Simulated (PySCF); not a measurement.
BiF₂, SMILES [Bi]([F])[F], multiplicity 2.

The structure is a stationary point at B3LYP-D3(BJ)/def2-TZVP. The multiplicity is an assumed one; other spin states were not compared. The isomer is the one that the SMILES or the coordinates give; other isomers of the formula were not compared. The def2 effective core potentials stand for the cores of Bi; spin–orbit coupling is left out.

These are r2SCAN/def2-TZVPD run with PySCF values and carry that method's errors.

Gas-phase values at a fixed geometry.

```yaml
total_energy: -414.48140 hartree
point_group: C2v
"α spin, highest occupied and lowest empty level": -5.49 and -2.52 eV
"β spin, highest occupied and lowest empty level": -9.11 and -3.52 eV
dipole_moment: 4.18 D
quadrupole, principal values (traceless, Buckingham form, about the centre of nuclear charge): -4.67, 0.76, 3.91 D·Å
mean_static_polarisability: 43.8 bohr³ (6.50 Å³)
polarisability_principal_values: 42.6, 44.1, 44.9 bohr³
"⟨S²⟩": 0.754 (pure state 0.75)
```
